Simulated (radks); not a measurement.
Results of a calculation; reference values are marked as such.
W II, 73 electrons, occupied as [Kr] 4d10 4f14 5s2 5p5.5 5d4 6s1 6p0.5 (fractional occupations, a model configuration). Level of theory: Dirac Kohn-Sham, PBEsol, spin-unpolarised, spherical densities, point nucleus; open shells fill j = l - 1/2 first (a radial shooting solver on a logarithmic mesh with Libxc functionals).

Unscreened Slater integrals over Kohn-Sham orbitals (hartree). Large and small components are both included. Empty in this configuration: 5d5/2.

| integral | value |
|---|---|
| F0(6p1/2,6p1/2) | 0.25287 |
| F0(6p1/2,6s1/2) | 0.27690 |
| G1(6p1/2,6s1/2) | 0.17896 |
| F0(6p1/2,5d3/2) | 0.30621 |
| G1(6p1/2,5d3/2) | 0.067648 |
| F0(6p1/2,4f7/2) | 0.33469 |
| G4(6p1/2,4f7/2) | 0.0077832 |
| F0(6p1/2,5d5/2) | 0.30448 |
| G3(6p1/2,5d5/2) | 0.053879 |
| F0(6s1/2,6s1/2) | 0.31212 |
| F0(6s1/2,5d3/2) | 0.36208 |
| G2(6s1/2,5d3/2) | 0.10021 |
| F0(6s1/2,4f7/2) | 0.40917 |
| G3(6s1/2,4f7/2) | 0.012532 |
| F0(6s1/2,5d5/2) | 0.35913 |
| G2(6s1/2,5d5/2) | 0.10643 |
| F0(5d3/2,5d3/2) | 0.48824 |
| F2(5d3/2,5d3/2) | 0.24894 |
| F0(5d3/2,4f7/2) | 0.63790 |
| F2(5d3/2,4f7/2) | 0.14549 |
| G3(5d3/2,4f7/2) | 0.049101 |
| G5(5d3/2,4f7/2) | 0.038043 |
| F0(5d3/2,5d5/2) | 0.47978 |
| F2(5d3/2,5d5/2) | 0.24424 |
| G2(5d3/2,5d5/2) | 0.24400 |
| G4(5d3/2,5d5/2) | 0.15940 |
| F0(4f7/2,4f7/2) | 1.5105 |
| F2(4f7/2,4f7/2) | 0.72865 |
| F4(4f7/2,4f7/2) | 0.45937 |
| F6(4f7/2,4f7/2) | 0.33112 |
| F0(4f7/2,5d5/2) | 0.61859 |
| F2(4f7/2,5d5/2) | 0.13618 |
| F4(4f7/2,5d5/2) | 0.063018 |
| G1(4f7/2,5d5/2) | 0.051814 |
| G3(4f7/2,5d5/2) | 0.044810 |
| G5(4f7/2,5d5/2) | 0.034823 |
| F0(5d5/2,5d5/2) | 0.47177 |
| F2(5d5/2,5d5/2) | 0.24014 |
| F4(5d5/2,5d5/2) | 0.15677 |
